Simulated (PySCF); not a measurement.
BH2(tBu), C4H11B.
SMILES: `BC(C)(C)C`

The closed-shell ground state was solved at several levels (PySCF, density fitting, gas phase, non-relativistic). Geometry: PBE0-D3(BJ)/def2-SVP; no solvent, vibrations or thermal averaging.

| level | basis functions | total energy (Eh) | HOMO (eV) | LUMO (eV) | gap (eV) | dipole (D) |
| --- | --- | --- | --- | --- | --- | --- |
| wB97X-D/pcSseg-1 | 140 | -183.7919 | -10.01 | 0.79 | 10.80 | 0.60 |
| CAM-B3LYP/def2-SVPD | 188 | -183.6259 | -9.54 | -0.10 | 9.44 | 0.64 |
| PBE0/pcSseg-1 | 140 | -183.6082 | -8.13 | -1.14 | 6.99 | 0.66 |

Problem. Estimate the row for B3LYP/pcJ-1, a basis of 245 functions; the other rows only guide the guess.

Solution. Total energy -183.8985 Eh, HOMO -7.95 eV, LUMO -1.37 eV, gap 6.58 eV, dipole 0.64 D.

Problem. Over all these levels, which gives the widest orbital gap and which the narrowest?

Solution. wB97X-D/pcSseg-1 (range-separated hybrid) has the widest, 10.80 eV, and B3LYP/pcJ-1 (global hybrid, 20 % exact exchange) the narrowest, 6.58 eV. Functional and basis both differ between the two, so the spread mixes both effects.

Problem. How far do the dipole and the HOMO energy spread over the levels?

Solution. The dipole runs from 0.60 to 0.66 D (mean 0.64 D) and the HOMO from -10.01 to -7.95 eV.

Note: wB97X-D ran without an empirical dispersion term, which enters the total energy and its gradient alone.
